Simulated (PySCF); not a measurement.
Computed structure and properties of Hf(OH)4

System: Hf(OH)4 (singlet); start: displaced along the imaginary mode (Cs). Method: PySCF 2.14.0, RKS BP86, Hf def2-SVP with ECP60, O def2-SVP, H def2-SVP; non-relativistic Hamiltonian with scalar-relativistic core potentials where named; density fitting; no spin-orbit coupling.

Input of the relaxation:

```python
mol = gto.M(atom='''
Hf     0.00113    -0.00000    -0.05353
O      1.96596     0.00000     0.12371
H      2.89510     0.00000     0.38427
O      0.01205     1.96842     0.12626
H     -0.25000     2.89797     0.38541
O     -1.97088     0.00000     0.12885
H     -2.90083     0.00000     0.38661
O      0.01205    -1.96841     0.12630
H     -0.25000    -2.89796     0.38547''',
    basis={'Hf': 'def2-SVP', 'O': 'def2-SVP', 'H': 'def2-SVP'},
    ecp={'Hf': 'def2-SVP'},
    charge=0, spin=0)
mf = dft.RKS(mol, xc='B88,P86')
mf.grids.atom_grid = (50, 194)
mf = mf.density_fit()  # fitting sets: Hf def2-universal-JKFIT, O def2-universal-JKFIT, H def2-universal-JKFIT
mf.conv_tol = 1e-08; mf.max_cycle = 55
mf.kernel(dm0)  # dm0: converged density of the start geometry
# quasi-Newton relaxation in Cartesian coordinates to a largest gradient under 0.00045 Eh/bohr, steps kept in the point group
```

Run from Python with OMP_NUM_THREADS=2; the lines above give its settings. Where DIIS fails, smearing, a level shift and second-order steps follow.
It took 4.5 min on 2 threads of Arm Neoverse V1, with other jobs on the host, from the converged density of the start.

Course of the relaxation:

| step | energy above end (eV) | largest force component within the symmetry (eV/Å) |
| --- | --- | --- |
| 0 | 2.3416 | 1.581 |
| 1 | 2.2811 | 0.174 |
| 2 | 2.2759 | 0.208 |
| 3 | 2.2680 | 0.537 |
| 4 | 2.2535 | 1.032 |
| 5 | 2.2322 | 0.665 |
| 6 | 2.1859 | 0.467 |
| 7 | 2.0830 | 0.883 |
| 49 | 0.0021 | 0.097 |
| 50 | 0.0010 | 0.081 |
| 51 | 0.0002 | 0.025 |
| 52 | 0.0001 | 0.021 |
| 53 | 0.0001 | 0.046 |
| 54 | 0.0000 | 0.021 |
(The steps between are left out.)

Relaxed geometry (Cs):

```xyz
9

Hf   -0.0668    0.0000    0.2387
O     1.6777    0.0000   -0.6160
H     2.5875    0.0000   -0.9344
O    -0.2451    1.5897    1.3432
H    -0.4185    2.3797    1.8677
O    -1.4493    0.0000   -1.1338
H    -1.9075    0.0000   -1.9830
O    -0.2451   -1.5896    1.3433
H    -0.4185   -2.3796    1.8678
```

```tsv
contact	Å
Hf1–O2 (OH)	1.943
Hf1–O4 (OH)	1.944
Hf1–O6 (OH)	1.948
Hf1–O8 (OH)	1.944
```

On the finer grid (75, 302):

```yaml
HOMO: -6.55 eV
LUMO: -0.29 eV
Dipole_about_the_centre_of_mass: 0.26 D
Set_of_Mulliken_populations_of_Hf1_outside_the_core_potential: s 2.32, p 6.39, d 2.16, f 0.20
D3_BJ_dispersion_energy_not_in_the_energies: -0.244 eV
```

```tsv
atom	Mulliken (e)	Löwdin (e)	spin (e)
Hf1	0.93	0.15	0.00
O2	-0.42	-0.14	0.00
H3	0.19	0.10	0.00
O4	-0.42	-0.14	0.00
H5	0.19	0.10	0.00
O6	-0.42	-0.14	0.00
H7	0.19	0.10	0.00
O8	-0.42	-0.14	0.00
H9	0.19	0.10	0.00
```

On the grid (50, 194), as all that follows. Harmonic modes: a minimum within the noise of the softest modes; lowest 59 cm⁻¹ (negative: unstable), highest 3902 cm⁻¹, zero-point energy 1.262 eV.

Taking off one OH (charge -1, singlet; the rest: singlet) in vacuum, both parts rigid, costs 12.27 eV; the small basis without counterpoise inflates it. Most of it is the attraction of opposite charges; other ways to part are cheaper, and one spin state was tried for the rest.

Rigid scan of OH along the line from its metal:

| distance to O2 (Å) | energy (eV) |
| --- | --- |
| 1.64 | 1.925 |
| 1.74 | 0.722 |
| 1.84 | 0.153 |
| 1.94 | 0.000 |
| 2.04 | 0.112 |
| 2.14 | 0.388 |
| 2.34 | 1.183 |
| 2.64 | 2.504 |
| 3.04 | 4.020 |

One start shape was tried, so this needn't be the lowest isomer.
